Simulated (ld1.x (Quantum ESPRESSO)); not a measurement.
## Pseudopotential generation for phosphorus: TM, PBE, scalar-relativistic.

ld1.x (Quantum ESPRESSO) 7.5 input, shortened:

```
&input
   title='P', zed=15., rel=1, dft='PBE', iswitch=3,
   config='[Ne] 3s2 3p2'
 /
 &inputp
   pseudotype=2, tm=.true., lloc=-2, rcloc=1.55,
   nlcc=.true., rcore=0.90
 /
2
3S  1  0   2.00   0.00  1.65  1.65  0.0
3P  2  1   2.00   0.00  1.90  1.90  0.0
 &test
   configts(1)='3s2 3p2'
 /
```

* Cutoffs needed: 21 Ry and 50 Ry (the cutoffs (Ry, on a coarse ladder) from which the occupation-weighted sum of valence levels, in a spherical-Bessel basis at the reference potential, stays within 10 and 1 mRy of its value at 400 Ry)
* Ghost test: no extra level below or beside the all-electron valence levels (s, p, d, f tested) (spherical-Bessel basis up to 400 Ry, 20 bohr box)
* Largest excitation error: +53 meV (all-electron minus pseudo) for 3s2 3p0, out of 7 test configurations
